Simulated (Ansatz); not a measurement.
Al4B2. Charge 0, multiplicity 3. Geometry B3LYP-D4/def2-SVP; atoms count from 1.

Cartesian coordinates in Å:
```
B 0.0158 -0.1059 -0.0592
B 0.0512 0.3996 1.4898
Al -0.4795 0.8987 -1.9539
Al -0.9535 1.8664 0.4987
Al 1.1142 -1.3187 1.4912
Al 0.2517 -1.7401 -1.4666
```

At PBE0-D4/def2-TZVP a singlet of charge 0 lies 0.21 eV below the triplet, each at its own geometry. The structure comes from a short search, and lower isomers may exist.

Q: Estimate the Mulliken populations from the PBE0/def2-TZVP orbitals of Ansatz.

A: 
```
atom  charge (e)  spin (α − β)
  B1       -0.16          0.15
  B2       -0.17          0.21
 Al3        0.07          0.29
 Al4        0.05          0.46
 Al5        0.10          0.68
 Al6        0.11          0.21
```
Mulliken values and Mayer orders depend strongly on the basis.

Q: Where does the spin sit?

A: Summed by element: B 0.36, Al 1.64, of 2 unpaired in all. Largest on single atoms: Al5 0.68, Al4 0.46, Al3 0.29.

Q: And the Mayer bond orders between bonded heavy atoms (over 0.3)?

A: B1–B2 0.86 (1.63 Å); B1–Al3 0.62 (2.20 Å); B1–Al4 0.50 (2.27 Å); B1–Al5 0.56 (2.25 Å); B1–Al6 0.65 (2.17 Å); B2–Al4 0.84 (2.04 Å); B2–Al5 0.92 (2.02 Å); Al3–Al4 0.62 (2.68 Å); Al3–Al6 0.51 (2.78 Å). Values over 0.3 also appear between atoms too far apart for a bond (Al5–Al6 0.31 at 3.11 Å); they arise where an orbital or an unpaired electron spreads over both atoms.
